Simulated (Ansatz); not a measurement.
BFGeH4O can be A, `FB[O][GeH3]`, or B, `B[O][GeH2][F]`.

Computed with Ansatz on PBE0-D4/def2-TZVP structures; ΔE is electronic, products minus reactants. CCSD(T)/CBS adds triple-zeta CCSD(T) − MP2 to the extrapolated MP2 energy (def2 sets, frozen cores). Functionals use def2-TZVPP. B3LYP here is the variant with VWN-RPA as its local correlation; programs differ in this. For Ge outer-core shells are correlated without core-valence functions, which leaves a few kJ/mol of doubt a bond. Scalar relativity is left out up to krypton. One conformer a species, not always the lowest.

A:

Z-matrix (Å, degrees):
```
Ge
O 1 1.794
H 1 1.535 2 108.4
H 1 1.532 2 105.8 3 120.5
H 1 1.532 2 105.8 3 -120.5
B 2 1.337 1 127.1 3 0.5
F 6 1.328 2 118.4 1 179.8
H 6 1.202 2 123.7 1 -0.2
```

B:

```xyz
8

B     1.4179   -0.6838    0.0573
O     0.0835   -0.8679    0.0090
Ge   -1.1170    0.4352   -0.1379
F    -1.5720    0.8159    1.4869
H     2.1112   -1.6507    0.2024
H     1.8880    0.4215   -0.0532
H    -0.4687    1.6860   -0.7357
H    -2.3430   -0.1562   -0.8289
```

**Question.** Which isomer does CCSD(T)/CBS put lower? Give the gap. (Best estimate.)

**Answer.** The calculation gave: A, by 87.2 kJ/mol.

**Question.** Give E(B) − E(A) in kJ/mol with CCSD/def2-TZVPP, ωB97M-V, B2PLYP, B3LYP-D4, r2SCAN-D4, CCSD(T)/def2-TZVPP, MP2/def2-TZVPP. (Best estimate.)

**Answer.** The calculation gave: CCSD/def2-TZVPP 88.4, ωB97M-V 89.2, B2PLYP 87.1, B3LYP-D4 88.6, r2SCAN-D4 90.8, CCSD(T)/def2-TZVPP 87.8, MP2/def2-TZVPP 85.8. None reverses the order clearly.

**Question.** Does the order hold for the free energy at 298.15 K (harmonic terms from PBE0-D4)? (Best estimate.)

**Answer.** Computed: Yes: G(B) − G(A) = +88.2 kJ/mol, for one conformer each. Modes under 60 cm⁻¹, often nearly free rotors, make the harmonic entropy too high.

Largest T1 diagnostic: 0.013.

From BLYP to BHLYP (50 % exact exchange), in def2-TZVPP and without D4, E(B) − E(A) moves by +4.1 kJ/mol. At CCSD(T), def2-SVP lies +12.7 kJ/mol from the extrapolated value and def2-TZVPP +0.6 kJ/mol.
